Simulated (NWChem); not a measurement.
System: CH$_{3}$BeClS; SMILES C[S][Be][Cl]

NWChem input:

```
start job
memory heap 200 mb stack 900 mb global 1100 mb
geometry units angstroms
  Be     0.218688    -0.457538    -0.000959
  Cl    -0.268372    -2.209749    -0.002709
  S      0.745966     1.362916     0.002925
  C     -0.881452     2.210133    -0.000207
  H     -1.446466     1.996000    -0.916944
  H     -0.669709     3.287000     0.034906
  H     -1.479986     1.944863     0.881189
end
basis spherical
  * library sto-3g
end
dft
  xc hfexch
  iterations 150
end
driver
  maxiter 120
end
task dft optimize
task dft freq
```

The level has its own optimisation; frequencies are unscaled.

Task: Give the results of this calculation. (Hartree-Fock/STO-3G.) Quantities: r Be–Cl (Å); r Be–S (Å); r C–S (Å); r C–H (Å); highest harmonic frequency (cm⁻¹); lowest (cm⁻¹); zero-point energy (kcal/mol); dipole (D).

Result: The r Be–Cl (Å) is 1.796 and the r Be–S (Å) comes out as 1.831. The r C–S (Å) comes out as 1.815 and the r C–H (Å) is 1.086. The highest harmonic frequency (cm⁻¹) comes out as 3750, the lowest (cm⁻¹) is 87 and the zero-point energy (kcal/mol) is 31.8. The dipole (D) is 2.44.
